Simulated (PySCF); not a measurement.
# How methods differ on the ionisation energy of Ne⁺

Ne⁺ [He] 2s2 2p5 (2P) → Ne²⁺ [He] 2s2 2p4 (3P), as a difference of total energies. All numbers are calculated (PySCF 2.14, no relativity, point nucleus, in aug-cc-pVTZ (5s4p3d2f, 46 functions)). Correlated levels: valence: 1s2 frozen. The calculations carry no spin-orbit coupling.

```
           method  ionisation energy (eV)
              UHF                  39.266
    MP2 (valence)                  40.763
SCS-MP2 (valence)                  40.755
   CCSD (valence)                  40.693
CCSD(T) (valence)                  40.726
```

Q: How much does correlation contribute at CCSD(T) (valence)?

A: 40.726 − (39.266) = 1.460 eV, measured against UHF.

Errors of the correlated levels include the incompleteness of this basis and the frozen core.

For comparison: 40.963 eV (measured; NIST Atomic Spectra Database, ionization energies).
